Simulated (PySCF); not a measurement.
Isomers of C5H12N2. Theory: TDDFT CAM-B3LYP/def2-SVPD, vertical, gas phase, core orbitals frozen in the response in PySCF. Geometries: GFN2-xTB; one conformer of each isolated species. Triplets are in the Tamm–Dancoff approximation.

A. `C[C@H]1CCNN1C`
B. `CNN(C)C1CC1`
C. `CCNN=C(C)C`
D. `CCN1CCCN1`

Lowest singlet levels (six at most, fewer where fewer were computed) with oscillator strengths:

1. 202 nm (f 0.006); 188 nm (f 0.011); 182 nm (f 0.009); 173 nm (f 0.012); 169 nm (f 0.009); 167 nm (f 0.030); T1 6.02 eV
2. 198 nm (f 0.014); 185 nm (f 0.068); 178 nm (f 0.011); 176 nm (f 0.016); 170 nm (f 0.028); 168 nm (f 0.014); T1 5.99 eV
3. 202 nm (f 0.018); 191 nm (f 0.008); 180 nm (f 0.001); 171 nm (f 0.007); 170 nm (f 0.002); 168 nm (f 0.017); T1 6.03 eV
4. 223 nm (f 0.011); 201 nm (f 0.289); 199 nm (f 0.104); 193 nm (f 0.001); 186 nm (f 0.010); 177 nm (f 0.009); T1 3.95 eV

Problem. Match each spectrum to its molecule.

Solution. 1 = A, 2 = B, 3 = D, 4 = C.
- A: S1 at 6.14 eV, HOMO→LUMO (89%); Löwdin shares by element: HOMO nitrogen 65%, carbon 9% or more, hydrogen 4% or more (atoms not listed hold the other 21%); LUMO carbon 40% or more (atoms not listed hold the other 60%); HOMO -7.70 and LUMO 1.29 eV.
- B: S1 at 6.26 eV, HOMO→LUMO (55%), HOMO-1→LUMO (15%), HOMO→LUMO+2 (13%); Löwdin shares by element: HOMO nitrogen 64%, carbon 12% or more (atoms not listed hold the other 23%); LUMO carbon 22% or more, hydrogen 22% or more (atoms not listed hold the other 57%); HOMO -7.81 and LUMO 1.55 eV.
- C: S1 at 5.57 eV, HOMO→LUMO (87%); Löwdin shares by element: HOMO nitrogen 56%, carbon 23% or more (atoms not listed hold the other 21%); LUMO carbon 29% or more, hydrogen 18% or more (atoms not listed hold the other 53%); HOMO -7.18 and LUMO 1.24 eV.
- D: S1 at 6.14 eV, HOMO→LUMO (88%); Löwdin shares by element: HOMO nitrogen 64%, carbon 15% or more (atoms not listed hold the other 21%); LUMO carbon 35% or more, hydrogen 8% or more (atoms not listed hold the other 58%); HOMO -7.79 and LUMO 1.29 eV.
A and B have S1 within 0.13 eV of each other; their strongest listed levels stand at 7.41 eV (f 0.030) and 6.71 eV (f 0.068).
A and D have S1 within 0.01 eV of each other; their strongest listed levels stand at 7.41 eV (f 0.030) and 6.14 eV (f 0.018).
B and D have S1 within 0.12 eV of each other; their strongest listed levels stand at 6.71 eV (f 0.068) and 6.14 eV (f 0.018).
